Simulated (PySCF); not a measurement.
Se(OH)(NMe2) (C2H7NOSe), SMILES N([Se]O)(C)C. Atoms are numbered in the order given.

```xyz
12

Se     0.6507     0.4641     0.3413
O     -0.4733     1.8427    -0.0774
H     -1.0536     1.9650     0.6848
N     -0.2103    -1.0131    -0.2113
C     -1.3355    -1.4933     0.5594
C     -0.3141    -1.2566    -1.6344
H     -2.2834    -0.9808     0.3004
H     -1.4786    -2.5718     0.3753
H     -1.1424    -1.3503     1.6313
H     -0.4525    -2.3363    -1.8156
H     -1.1645    -0.7200    -2.0973
H      0.6089    -0.9356    -2.1349
```

Geometry optimised at PBE0-D3(BJ)/def2-SVP. The values are those of a single conformer.

Level of theory: HF/pcSseg-1 run with PySCF.

GIAO shieldings, no solvent; atoms listed in one row are averaged. δ = σ(ref) − σ: ⁷⁷Se against Me2Se (σ = 1942.8 ppm); ¹⁷O against H2O (σ = 333.0 ppm); ¹H against TMS (σ = 31.99 ppm); ¹⁵N against NH3 (σ = 267.3 ppm); ¹³C against TMS (σ = 192.6 ppm), references at their B3LYP-D3(BJ)/def2-TZVP geometries, non-relativistic.

Question: Estimate the chemical shifts. (Estimate from the structure and the level; the computed values follow.)

Answer: 
```tsv
nucleus	atoms	count	δ (ppm)
⁷⁷Se	Se1	1	1529.6
¹⁷O	O2	1	0.2
¹H	H10, H11, H12	3	3.30
¹H	H3	1	3.23
¹H	H7, H8, H9	3	3.20
¹⁵N	N4	1	65.0
¹³C	C5, C6	2	47.9
```
